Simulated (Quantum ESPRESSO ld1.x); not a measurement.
Results of a calculation; reference values are marked as such.
The hafnium ion Hf41+, 31 electrons, occupied as [Ar] 3d10 4s2 4p1 (the NIST ground configuration).

Level of theory: scalar-relativistic Kohn-Sham, LDA (Slater exchange, VWN5 correlation), spin-unpolarised, spherical densities, point nucleus (ld1.x of Quantum ESPRESSO 7.5).

Energy parts (hartree):
| part | energy |
|---|---|
| total | -13986.390 |
| kinetic | 15420.161 |
| electron-nucleus | -32060.558 |
| Hartree | 2879.063 |
| exchange-correlation | -225.056 |

Orbitals (lengths in bohr, moments of r in powers of bohr; r(90%) holds 90 % of the orbital's charge):
orbital  occ.  eigenvalue (hartree)  <1/r>  r(90%)
1s          2              -2468.45  83.78  0.0345
2s          2              -480.177  19.59   0.124
2p          6              -430.490  17.87   0.117
3s          2              -160.299  7.368   0.300
3p          6              -145.399  6.850   0.305
3d         10              -128.312  6.487   0.284
4s          2              -76.8969  3.602   0.579
4p          1              -71.2462  3.391   0.598
4d          0              -64.5818  3.199   0.603
5s          0              -45.0944  2.141   0.954

The highest occupied level is 4p at -1938.7 eV. The density falls to 0.001 e/bohr^3 at r = 0.99 bohr.
